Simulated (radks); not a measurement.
Results of a calculation; reference values are marked as such.
Excited configurations of neutral manganese: one electron is placed in a higher orbital outside [Ar] 3d5 4s1. The ground configuration is [Ar] 3d5 4s2. Level of theory: scalar-relativistic Kohn-Sham, LDA (Slater exchange, Perdew-Wang correlation), spin-unpolarised, spherical densities, finite nucleus; Fermi nuclear charge, rms radius 3.7057 fm (a radial shooting solver on a logarithmic mesh with Libxc functionals). Excitation = E - E(ground); binding = E(ion) - E, where the ion is the core of charge +1; n* = 1/sqrt(2 binding) in atomic units, and the quantum defect is n - n*.

| outer orbital | excitation (eV) | binding (eV) | n* | quantum defect | eigenvalue (eV) | <r> (bohr) |
|---|---|---|---|---|---|---|
| 4d | 6.972 | 1.675 | 2.850 | 1.150 | -0.719 | 9.530 |
| 5f | 8.015 | 0.632 | 4.641 | 0.359 | -0.369 | 29.49 |
| 6s | 7.301 | 1.346 | 3.180 | 2.820 | -0.833 | 16.30 |
| 6p | 7.585 | 1.061 | 3.581 | 2.419 | -0.653 | 19.93 |
| 6f | 8.189 | 0.457 | 5.455 | 0.545 | -0.289 | 44.19 |
| 7d | 8.155 | 0.491 | 5.262 | 1.738 | -0.320 | 44.03 |
| 7f | 8.302 | 0.345 | 6.279 | 0.721 | -0.228 | 61.54 |

The Delta-SCF ionisation energy is 8.647 eV (NIST Atomic Spectra Database: 7.434 eV, measured). Self-interaction in the functional shifts the binding energies and quantum defects, so they are the method's values and not measured ones. Spin polarisation and multiplet splitting are left out, so open shells lie too high by an amount that depends on their filling.

Beside tabulated values, note that spin-unpolarised runs miss the spin-polarisation part of the exchange energy of open shells.
